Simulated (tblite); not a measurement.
C₅H₁₂B₂FN.
Numbering: `[BH2:1][N:2]([CH2:3][BH:4][F:5])[CH2:6][CH:7]1[CH2:8][CH2:9]1` (hydrogens: H10, H11 on B1; H12, H13 on C3; H14 on B4; H15, H16 on C6; H17 on C7; H18, H19 on C8; H20, H21 on C9)

Computed with GFN2-xTB (tblite), gas phase: L-BFGS steps from a force-field or distance-geometry start until the largest atomic force falls under 0.01 eV/Å.

Step 69: E = -734.7317 eV
```
atom  x, y, z in Å  |  force x, y, z in eV/Å
B1     -1.8937   -1.5618   -0.3322    0.007   0.020   0.024
N2     -0.9662   -0.5444   -0.2850   -0.062  -0.007  -0.002
C3     -1.3400    0.8267    0.0479    0.030   0.015  -0.018
B4     -2.6621    0.9258    0.9308   -0.026   0.036  -0.038
F5     -3.6458    1.6959    0.5136    0.054  -0.045   0.016
C6      0.4208   -0.6957   -0.6891   -0.081   0.013  -0.014
C7      1.3980   -0.3479    0.4154    0.001   0.000  -0.017
C8      2.8519   -0.1958    0.0883    0.040   0.067  -0.006
C9      2.0427    1.0064    0.4715    0.035   0.006  -0.009
H10    -1.5634   -2.6380   -0.6572   -0.007   0.003   0.028
H11    -3.0080   -1.3061   -0.0561    0.023   0.016   0.015
H12    -1.4303    1.4060   -0.8818   -0.018  -0.013  -0.013
H13    -0.5182    1.2853    0.6131   -0.025  -0.015   0.019
H14    -2.7894    0.4524    1.9971    0.025  -0.046  -0.039
H15     0.5637   -1.7397   -0.9815    0.017   0.042  -0.008
H16     0.6152   -0.0625   -1.5664    0.035   0.003   0.028
H17     1.1500   -0.8226    1.3570    0.006   0.011   0.025
H18     3.1505   -0.2787   -0.9456    0.003  -0.061  -0.002
H19     3.5856   -0.5726    0.7841   -0.021  -0.001  -0.001
H20     2.2202    1.4727    1.4302   -0.026  -0.053  -0.012
H21     1.8097    1.7114   -0.3139   -0.008   0.009   0.025
```

Step 70: E = -734.7330 eV
```
atom  x, y, z in Å  |  force x, y, z in eV/Å
B1     -1.8932   -1.5600   -0.3300    0.027   0.039   0.045
N2     -0.9657   -0.5417   -0.2877   -0.060  -0.030  -0.030
C3     -1.3410    0.8303    0.0387    0.023   0.007  -0.011
B4     -2.6563    0.9237    0.9303   -0.058   0.031  -0.010
F5     -3.6512    1.6812    0.5161    0.056  -0.041   0.017
C6      0.4210   -0.6929   -0.6909   -0.060   0.007  -0.019
C7      1.3964   -0.3496    0.4173    0.008   0.023  -0.028
C8      2.8506   -0.1953    0.0904    0.020   0.029  -0.009
C9      2.0413    1.0054    0.4773    0.040  -0.013  -0.001
H10    -1.5652   -2.6394   -0.6466   -0.006   0.015   0.023
H11    -3.0047   -1.2984   -0.0496    0.004   0.006   0.009
H12    -1.4434    1.4041   -0.8922   -0.014  -0.011  -0.037
H13    -0.5169    1.2959    0.5931   -0.011  -0.012   0.031
H14    -2.7723    0.4531    1.9997    0.028  -0.038  -0.048
H15     0.5662   -1.7353   -0.9876    0.003   0.031   0.002
H16     0.6178   -0.0583   -1.5669    0.032   0.013   0.039
H17     1.1454   -0.8286    1.3571    0.022   0.034  -0.005
H18     3.1485   -0.2783   -0.9436   -0.001  -0.050  -0.010
H19     3.5834   -0.5793    0.7831   -0.015   0.016   0.015
H20     2.2204    1.4658    1.4386   -0.033  -0.043  -0.024
H21     1.8099    1.7144   -0.3062   -0.005  -0.011   0.050
```

Step 71: E = -734.7343 eV
```
atom  x, y, z in Å  |  force x, y, z in eV/Å
B1     -1.8925   -1.5576   -0.3255    0.020   0.035   0.052
N2     -0.9662   -0.5387   -0.2914   -0.026  -0.021  -0.042
C3     -1.3421    0.8347    0.0283    0.008   0.009  -0.010
B4     -2.6506    0.9211    0.9299   -0.058   0.021   0.007
F5     -3.6577    1.6637    0.5195    0.045  -0.028   0.012
C6      0.4201   -0.6899   -0.6930   -0.015   0.006  -0.017
C7      1.3949   -0.3512    0.4179    0.000   0.032  -0.028
C8      2.8497   -0.1945    0.0926    0.006  -0.030  -0.015
C9      2.0408    1.0040    0.4836    0.030  -0.018   0.006
H10    -1.5664   -2.6403   -0.6329   -0.006   0.022   0.019
H11    -3.0017   -1.2895   -0.0445   -0.018  -0.006   0.010
H12    -1.4584    1.4017   -0.9050   -0.006  -0.015  -0.042
H13    -0.5142    1.3076    0.5704   -0.015  -0.016   0.033
H14    -2.7527    0.4538    2.0023    0.027  -0.034  -0.046
H15     0.5681   -1.7303   -0.9943   -0.011   0.014   0.009
H16     0.6200   -0.0535   -1.5666    0.026   0.028   0.033
H17     1.1420   -0.8345    1.3561    0.033   0.054  -0.034
H18     3.1472   -0.2777   -0.9415   -0.002  -0.034  -0.017
H19     3.5805   -0.5871    0.7822   -0.005   0.033   0.030
H20     2.2181    1.4570    1.4485   -0.028  -0.028  -0.021
H21     1.8121    1.7180   -0.2964   -0.008  -0.024   0.060
```

Step 72: E = -734.7354 eV
```
atom  x, y, z in Å  |  force x, y, z in eV/Å
B1     -1.8921   -1.5555   -0.3201    0.008   0.022   0.045
N2     -0.9671   -0.5361   -0.2965    0.007  -0.007  -0.037
C3     -1.3427    0.8382    0.0196   -0.022  -0.003  -0.004
B4     -2.6466    0.9186    0.9292   -0.016  -0.006   0.021
F5     -3.6624    1.6493    0.5235    0.003   0.005  -0.006
C6      0.4190   -0.6874   -0.6963    0.029   0.008  -0.012
C7      1.3934   -0.3520    0.4164    0.003   0.033  -0.022
C8      2.8497   -0.1937    0.0943   -0.019  -0.074  -0.016
C9      2.0404    1.0026    0.4884    0.019  -0.028   0.005
H10    -1.5682   -2.6418   -0.6178   -0.005   0.031   0.018
H11    -2.9996   -1.2807   -0.0403   -0.033  -0.017   0.015
H12    -1.4692    1.4005   -0.9147   -0.001  -0.009  -0.053
H13    -0.5126    1.3148    0.5534   -0.005  -0.009   0.039
H14    -2.7364    0.4534    2.0034    0.027  -0.034  -0.037
H15     0.5694   -1.7260   -1.0012   -0.023  -0.005   0.012
H16     0.6223   -0.0492   -1.5670    0.019   0.044   0.015
H17     1.1394   -0.8384    1.3532    0.036   0.061  -0.044
H18     3.1486   -0.2780   -0.9393   -0.002  -0.015  -0.020
H19     3.5770   -0.5925    0.7836    0.006   0.039   0.039
H20     2.2137    1.4494    1.4563   -0.015  -0.014  -0.006
H21     1.8150    1.7214   -0.2878   -0.014  -0.022   0.049
```

**Question.** Estimate the geometry and energy of step 73. (The exact step hangs on the optimiser's Hessian estimate; all steps are aligned on step 72, rigid shifts and turns removed.)

**Answer.** E = -734.7365 eV, largest force 0.101 eV/Å
```
atom  x, y, z in Å  |  force x, y, z in eV/Å
B1     -1.8913   -1.5522   -0.3120   -0.012   0.008   0.032
N2     -0.9679   -0.5323   -0.3037    0.039   0.028  -0.020
C3     -1.3446    0.8434    0.0061   -0.034   0.012  -0.013
B4     -2.6409    0.9153    0.9294    0.011  -0.011   0.014
F5     -3.6713    1.6276    0.5289   -0.001   0.008  -0.002
C6      0.4181   -0.6839   -0.7012    0.061   0.014  -0.007
C7      1.3917   -0.3532    0.4140   -0.003   0.015  -0.011
C8      2.8492   -0.1948    0.0967   -0.022  -0.097  -0.015
C9      2.0404    0.9995    0.4965    0.008  -0.023  -0.001
H10    -1.5697   -2.6425   -0.5978   -0.005   0.036   0.017
H11    -2.9977   -1.2699   -0.0348   -0.040  -0.030   0.022
H12    -1.4868    1.3975   -0.9322    0.011  -0.022  -0.016
H13    -0.5098    1.3278    0.5273   -0.036  -0.022   0.018
H14    -2.7103    0.4550    2.0076    0.020  -0.024  -0.043
H15     0.5699   -1.7207   -1.0099   -0.030  -0.021   0.010
H16     0.6252   -0.0423   -1.5675    0.012   0.054  -0.008
H17     1.1365   -0.8443    1.3479    0.029   0.058  -0.037
H18     3.1504   -0.2771   -0.9365   -0.002   0.002  -0.015
H19     3.5728   -0.5996    0.7864    0.011   0.039   0.037
H20     2.2082    1.4380    1.4685    0.001  -0.005   0.012
H21     1.8189    1.7255   -0.2733   -0.019  -0.018   0.027
```

The energy changes by -0.0012 eV. The first-order estimate −F·Δx gives -0.0017 eV and the mean of the old and new forces, exact on a quadratic surface, -0.0012 eV. The step makes an angle of 83° with the force vector and moves no atom by more than 0.029 Å.

What follows is the cost of the whole relaxation. The run took 1.4 s wall on an Arm Neoverse N1 with one thread, no GPU, on a shared host.
